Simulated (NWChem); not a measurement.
Molecule: CrO3; SMILES [O]=[Cr](=[O])=[O]

```xyz
4

Cr     0.0000     0.0000     0.1808
O     -1.4008     0.5406    -0.2107
O      0.2322    -1.4834    -0.2107
O      1.1686     0.9428    -0.2107
```
Atoms are numbered in this order, from 1.

Computed with NWChem. All runs use the structure optimised with PBE0/def2-SVP. Ions are spin-unrestricted doublets at the neutral geometry; other ion states weren't tried.

For level PBE/def2-SVP:

- vertical ionisation energy, ΔSCF (eV) = 11.35
- −ε(HOMO) (eV) = 7.37

**Question.** What are these values for level PBE0/def2-SVP?

**Answer.** The vertical ionisation energy, ΔSCF (eV) is 11.82 and the −ε(HOMO) (eV) comes out as 9.22.
